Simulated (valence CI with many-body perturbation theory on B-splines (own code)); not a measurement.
# Nd⁴⁵⁺ in three bases

Computed by relativistic CI+MBPT: five valence electrons over a frozen Dirac-Fock core [Ne], radial functions for each j: 9 s, 9 p, 8 d, 6 f, 3 g, 1 h, with the one-electron correlation potential Σ1 (screened to all orders), the two-electron term Σ2, the three-electron term Σ3, Breit, model QED; selected single and double excitations, second order for the rest, scaled by the run's own slope (own B-spline code, finite nucleus).

The last digits are not significant, and no measured levels were compared; by estimate large intervals hold to a few tenths of a per cent, small ones and those within an open d or f shell to about a per cent. Among the levels kept, up to 1200 cm⁻¹ of a level comes from second order outside the variational space, and about a tenth of that is noise between levels of different J, which matters for small intervals.

The reference run has the lowest level (3s^2 3p1/2^2 3p3/2) J=3/2 and an ionisation energy of 3664.65 eV. Its largest variational space holds 20000 state functions.

Levels are named by their leading jj configuration (3d3/2^4 stands for four electrons in 3d with j = 3/2), which in mixed levels can hold well under half, so a name can repeat and another be missing. Letters in brackets count levels of one name in rising energy.

Changed runs:
A. basis 6 s, 6 p, 5 d, 3 f, 1 g
B. basis 5 s, 5 p, 4 d, 2 f

Excitation energies of the reference run in cm⁻¹, and shifts in cm⁻¹:

```csv
Level,Reference,A,B
(3s^2 3p1/2 3p3/2^2) J=3/2,974850,-116,-363
(3s^2 3p1/2 3p3/2^2) J=5/2,1050070,+25,+141
(3s^2 3p1/2 3p3/2^2) J=1/2,1143580,+69,+286
(3s^2 3p1/2^2 3d3/2) J=3/2,1409660,+317,+715
(3s^2 3p1/2^2 3d5/2) J=5/2,1708340,+307,+657
(3s 3p1/2^2 3p3/2^2) J=5/2,2003470,-41,-96
(3s^2 3p3/2^3) J=3/2,2129680,-26,-12
(3s 3p1/2^2 3p3/2^2) J=1/2,2179570,-7.6,+26
(3s 3p1/2^2 3p3/2^2) J=3/2,2181380,+15,-17
(3s^2 3p1/2 3p3/2 3d3/2) J=5/2 [a],2375530,+217,+372
(3s^2 3p1/2 3p3/2 3d3/2) J=3/2 [a],2389060,+162,+251
(3s^2 3p1/2 3p3/2 3d3/2) J=1/2 [a],2392020,+126,+121
Ionisation energy (eV),3664.65,-0.041,-0.14
```
